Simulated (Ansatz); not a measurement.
Ideal-gas functions of CH5SeSi (`C[SiH][SeH]`) radical at 298.15 K and 1 bar, from an Ansatz frequency run at PBE0-D4/def2-TZVP.

Molar mass 124.1 g/mol, point group C1 (symmetry number 1), electronic degeneracy 2, moments of inertia 30.635, 214.685, 236.778 u Å². Harmonic wavenumbers (cm⁻¹, unscaled): 145, 152, 204, 385, 507, 576, 686, 764, 784, 878, 1259, 1437, 1443, 2184, 2438, 3045, 3132, 3144.

Use S(trans) = R[1.5 ln M + 2.5 ln T − 1.1517]; rotational temperatures θ = 24.2544 K / I; S(rot) = R[ln(√π/σ · √(T³/θAθBθC)) + 1.5]; for each mode x = 1.438777 ν̃/T, S = R[x/(eˣ − 1) − ln(1 − e⁻ˣ)] and H = RT x/(eˣ − 1); 1 cm⁻¹ = 0.0119627 kJ/mol; R = 8.31446 J/(mol·K).

Problem. By hand: the entropy, in J/(mol·K).

Solution. Translation 169.0. Rotation: θ = 0.7917, 0.113, 0.1024 K, giving 107.8. Vibration, mode by mode: 11.45, 11.08, 8.77, 4.27, 2.68, 2.06, 1.35, 1.00, 0.92, 0.64, 0.14, 0.06, 0.06, 0.00, 0.00, 0.00, 0.00, 0.00, in all 44.5. Electronic 5.8. Sum 327.1 J/(mol·K).

Problem. By hand: H − E and G − E in kJ/mol, counted from the electronic energy.

Solution. Zero-point energy ½ × 23163 × 0.0119627 = 138.5; thermal vibration 7.7; translation, rotation and pV give 4 RT = 9.9. H − E = 156.1 kJ/mol, and G − E = 156.1 − 298.15 × 327.1/1000 = 58.6 kJ/mol.

Vibration gives 14 % of the entropy, 11.5 J/(mol·K) of it from the mode under 150 cm⁻¹: soft modes count most, and the harmonic formula is weakest for them. The sum counts one conformer and one mirror image; others add a mixing term.
